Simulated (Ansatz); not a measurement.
The same hydrogen abstraction along the group O, S, Se.

Computed with Ansatz on PBE0-D4/def2-TZVP structures; ΔE is electronic, products minus reactants. CBS: MP2 limit from def2 TZ/QZ plus the TZ coupled-cluster correction, frozen cores. Small cases extrapolate CCSD(T) itself. Open shells (•) are unrestricted, without spin–orbit coupling. For Se outer-core shells are correlated without core-valence functions, which leaves a few kJ/mol of doubt a bond. Scalar relativity is left out up to krypton.

(1) Order these by ΔE at CCSD(T)/CBS, lowest first. (Estimate.)
A. H₂Se + `[CH3]`• → `[SeH]`• + CH₄
B. H₂S + `[CH3]`• → `[SH]`• + CH₄
C. H₂O + `[CH3]`• → `[OH]`• + CH₄

Largest T1 diagnostic: 0.011, for `[SH]`•.

Extrapolated directly: H₂S + `[CH3]`• → `[SH]`• + CH₄; H₂O + `[CH3]`• → `[OH]`• + CH₄.

## Answers

(1) A (-25.8 kcal/mol), B (-16.3 kcal/mol), C (+13.5 kcal/mol).
